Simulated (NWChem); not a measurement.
A series in which one site is exchanged, each optimised at PBE0/def2-SVP with NWChem, gas phase unless a solvent is named. This build's default masses of Se (78.918 u) and Br (79.917 u) are each other's, which moves their modes by up to 0.6 %. For some, no frequency run checked for a minimum. def2 effective core potentials on Zr, Hf; no spin-orbit coupling.

A: [TiH3][Br] (TiH3Br; site = Ti)
B: [ZrH3][Br] (ZrH3Br; site = Zr)
C: Br[SiH3] (SiH₃Br; site = Si)
D: [HfH3][Br] (HfH$_{3}$Br; site = Hf)

```
quantity                                               A    B     C     D
--------------------------------------------------  ----  ---  ----  ----
orbital gap (eV), PBE0/def2-SVP                     5.97  [?]  8.26  6.32
static polarisability, PBE/def2-SVPD (bohr³)        67.5  [?]  52.2  71.8
lowest singlet excitation, PBE/def2-SVPD, TDA (eV)  3.12  [?]  5.99  4.03
```

Task: Some entries are withheld; supply them.

Result: 
- orbital gap (eV), PBE0/def2-SVP, B: 6.06
- static polarisability, PBE/def2-SVPD (bohr³), B: 74.5
- lowest singlet excitation, PBE/def2-SVPD, TDA (eV), B: 3.71
